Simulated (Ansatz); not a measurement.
C2H3O (SMILES [CH2]C=O) moved off its minimum; all values from Ansatz (a program for electronic structure), cores frozen in correlated methods. Open shells are unrestricted.
(charge 0, multiplicity 2)
```xyz
6

C     -1.16325     0.19219     0.01814
C      0.24855     0.37425    -0.00597
O      1.04487    -0.72445    -0.08292
H     -1.60931    -0.78127     0.05597
H     -1.84598     1.15581    -0.00459
H      0.64889     1.39674     0.02284
```

Forces at MP2/cc-pVTZ (eV/Å):

| atom | Fx | Fy | Fz |
|---|---|---|---|
| C1 | 0.640 | 3.096 | -0.043 |
| C2 | 1.058 | -5.226 | -0.362 |
| O3 | -3.399 | 5.225 | 0.443 |
| H4 | 0.026 | -0.216 | -0.087 |
| H5 | 1.524 | -2.363 | 0.124 |
| H6 | 0.151 | -0.516 | -0.076 |

### Question
Give the forces (eV/Å), the total energy and the dipole at CCSD(T)/cc-pVTZ.

### Answer

| atom | Fx | Fy | Fz |
|---|---|---|---|
| C1 | -0.222 | 2.918 | -0.029 |
| C2 | 1.269 | -4.214 | -0.293 |
| O3 | -2.597 | 4.208 | 0.348 |
| H4 | -0.059 | -0.317 | -0.065 |
| H5 | 1.394 | -2.200 | 0.102 |
| H6 | 0.215 | -0.393 | -0.063 |
Energy -152.9048 hartree, dipole 2.89 D.

Doubts at one or more of the structures used: a spin-contaminated determinant (CCSD(T)/cc-pVTZ, MP2/cc-pVTZ).
